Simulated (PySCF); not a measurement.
Geometry:
```json
{"atom": "C1", "x (Å)": "3.034", "y (Å)": "-0.227", "z (Å)": "-0.897"}
{"atom": "O2", "x (Å)": "2.577", "y (Å)": "0.784", "z (Å)": "-0.035"}
{"atom": "B3", "x (Å)": "1.493", "y (Å)": "0.705", "z (Å)": "0.755"}
{"atom": "P4", "x (Å)": "0.385", "y (Å)": "-0.874", "z (Å)": "0.862"}
{"atom": "Si5", "x (Å)": "-1.478", "y (Å)": "-0.059", "z (Å)": "1.853"}
{"atom": "C6", "x (Å)": "-2.820", "y (Å)": "-0.389", "z (Å)": "0.553"}
{"atom": "C7", "x (Å)": "-2.301", "y (Å)": "-0.003", "z (Å)": "-0.838"}
{"atom": "Si8", "x (Å)": "-0.623", "y (Å)": "-0.825", "z (Å)": "-1.167"}
{"atom": "H9", "x (Å)": "2.686", "y (Å)": "-1.224", "z (Å)": "-0.578"}
{"atom": "H10", "x (Å)": "4.134", "y (Å)": "-0.213", "z (Å)": "-0.896"}
{"atom": "H11", "x (Å)": "2.683", "y (Å)": "-0.038", "z (Å)": "-1.923"}
{"atom": "H12", "x (Å)": "1.290", "y (Å)": "1.657", "z (Å)": "1.474"}
{"atom": "H13", "x (Å)": "-1.770", "y (Å)": "-0.759", "z (Å)": "3.141"}
{"atom": "H14", "x (Å)": "-1.348", "y (Å)": "1.406", "z (Å)": "2.129"}
{"atom": "H15", "x (Å)": "-3.066", "y (Å)": "-1.465", "z (Å)": "0.592"}
{"atom": "H16", "x (Å)": "-3.747", "y (Å)": "0.151", "z (Å)": "0.811"}
{"atom": "H17", "x (Å)": "-3.018", "y (Å)": "-0.265", "z (Å)": "-1.634"}
{"atom": "H18", "x (Å)": "-2.146", "y (Å)": "1.088", "z (Å)": "-0.901"}
{"atom": "H19", "x (Å)": "-0.799", "y (Å)": "-2.221", "z (Å)": "-1.676"}
{"atom": "H20", "x (Å)": "0.177", "y (Å)": "-0.069", "z (Å)": "-2.180"}
```

Geometry: PBE0-D3(BJ)/def2-SVP; GIAO absolute shieldings from PySCF 2.14, gas phase, non-relativistic, averaged over equivalent atoms.

At PBE0/pcSseg-1 (217 basis functions, 74 s wall time on 1 thread of an Arm Neoverse N1, shared host):
```json
{"atoms": "C1", "σ (ppm)": "125.6"}
{"atoms": "C6/C7", "σ (ppm)": "173.7"}
{"atoms": "O2", "σ (ppm)": "122.4"}
{"atoms": "B3", "σ (ppm)": "45.5"}
{"atoms": "P4", "σ (ppm)": "617.2"}
{"atoms": "Si5/Si8", "σ (ppm)": "373.9"}
{"atoms": "H12", "σ (ppm)": "25.32"}
{"atoms": "H13/H14/H19/H20", "σ (ppm)": "26.70"}
{"atoms": "H9/H10/H11", "σ (ppm)": "27.27"}
{"atoms": "H15/H16/H17/H18", "σ (ppm)": "30.32"}
```

Question: Estimate the result of repeating the calculation with WP04/pcSseg-1.

Answer: 
```
          atoms  σ at WP04/pcSseg-1  change
             C1               112.6   -13.0
          C6/C7               160.1   -13.6
             O2               129.4    +7.0
             B3                39.1    -6.4
             P4               569.2   -48.0
        Si5/Si8               353.3   -20.6
            H12               26.22   +0.90
H13/H14/H19/H20               27.66   +0.96
     H9/H10/H11               27.77   +0.50
H15/H16/H17/H18               30.73   +0.41
```

The largest change is at P4 (phosphorus bonded to B, 2 Si, in a 5-membered ring). Cost: 217 basis functions, 64 s wall time on 1 thread of an Arm Neoverse N1, shared host.
